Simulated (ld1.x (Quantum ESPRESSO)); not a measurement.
**rhenium, TM: configuration errors across variants**

```json
{
 "Element": "rhenium",
 "Generator": "ld1.x (Quantum ESPRESSO) 7.5",
 "Type": "norm-conserving Troullier–Martins (Kleinman–Bylander form)",
 "Functional": "PBE",
 "Relativity": "fully relativistic",
 "Frozen core": "[Kr] 4d10 4f14 5s2",
 "Valence charge": "13",
 "Reference configuration": "5p6 5d5 6s1.5 6p0.5",
 "Partial waves": "5p (bound): rc 1.40 bohr; 5d (bound): rc 1.50 bohr; 6s (bound): rc 1.85 bohr",
 "Local potential": "the s channel",
 "Core correction": "none"
}
```

Open shells are filled in proportion to 2j + 1 (rel_dist='average').

Occupied shells without a wave of their own: 6p. They enter only through the test configuration that unscreens the potential.

All-electron excitation energies from the reference (eV): (1) 5p6 5d5 6s2 6p0 -2.330; (2) 5p6 5d5 6s1 6p0 6.924; (3) 5p6 5d5 6s0 6p0 23.249; (4) 5p6 5d6 6s1 6p0 -1.394; (5) 5p6 5d3 6s0 6p0 89.701; (6) 5p6 5d4 6s2 6p0 7.635; (7) 5p6 5d6 6s0 6p0 7.070.

For the base: The 6p level has no wave, so the channel is fitted at the deeper level alone: the likely source of the large errors.

The file “base” misses its own reference levels by 0.5 eV. The file “wave 5p (bound): rc 1.40 bohr becomes 5p (bound): rc 0.92 bohr” misses its own reference levels by 0.5 eV. The file “wave 5p (bound): rc 1.40 bohr becomes 5p (bound): rc 1.22 bohr” misses its own reference levels by 0.5 eV. The file “wave 5p (bound): rc 1.40 bohr becomes 5p (bound): rc 1.38 bohr” misses its own reference levels by 0.5 eV. The file “wave 5p (bound): rc 1.40 bohr becomes 5p (bound): rc 1.48 bohr” misses its own reference levels by 0.5 eV. The file “wave 5p (bound): rc 1.40 bohr becomes 5p (bound): rc 1.64 bohr” misses its own reference levels by 0.5 eV. The file “wave 5p (bound): rc 1.40 bohr becomes 5p (bound): rc 1.78 bohr” misses its own reference levels by 0.5 eV. The file “wave 5p (bound): rc 1.40 bohr becomes 5p (bound): rc 1.98 bohr” misses its own reference levels by 0.5 eV. The file “wave 5p (bound): rc 1.40 bohr becomes 5p (bound): rc 2.14 bohr” misses its own reference levels by 0.5 eV.

Errors AE − PS in meV (a dash: test not solved or not reliable):

```csv
change,(1),(2),(3),(4),(5),(6),(7),bound ghosts
base,+157,+321,+513,+110,+952,+424,+250,none
wave 5p (bound): rc 1.40 bohr becomes 5p (bound): rc 0.92 bohr,+157,+321,+515,+110,+956,+403,+252,none
wave 5p (bound): rc 1.40 bohr becomes 5p (bound): rc 1.22 bohr,+157,+323,+512,+110,+954,+430,+248,none
wave 5p (bound): rc 1.40 bohr becomes 5p (bound): rc 1.38 bohr,+157,+321,+513,+110,+952,+424,+250,none
wave 5p (bound): rc 1.40 bohr becomes 5p (bound): rc 1.48 bohr,+156,+320,+512,+110,+950,+420,+250,none
wave 5p (bound): rc 1.40 bohr becomes 5p (bound): rc 1.64 bohr,+155,+318,+509,+109,+945,+411,+249,none
wave 5p (bound): rc 1.40 bohr becomes 5p (bound): rc 1.78 bohr,+154,+316,+505,+108,+939,+404,+246,none
wave 5p (bound): rc 1.40 bohr becomes 5p (bound): rc 1.98 bohr,+153,+313,+501,+107,+933,+398,+244,none
wave 5p (bound): rc 1.40 bohr becomes 5p (bound): rc 2.14 bohr,+152,+312,+498,+107,+929,+396,+243,none
```

Q: Give the same row for: wave 5p (bound): rc 1.40 bohr becomes 5p (bound): rc 1.04 bohr.

A: +157, +322, +515, +111, +956, +431, +251; bound ghosts: none.
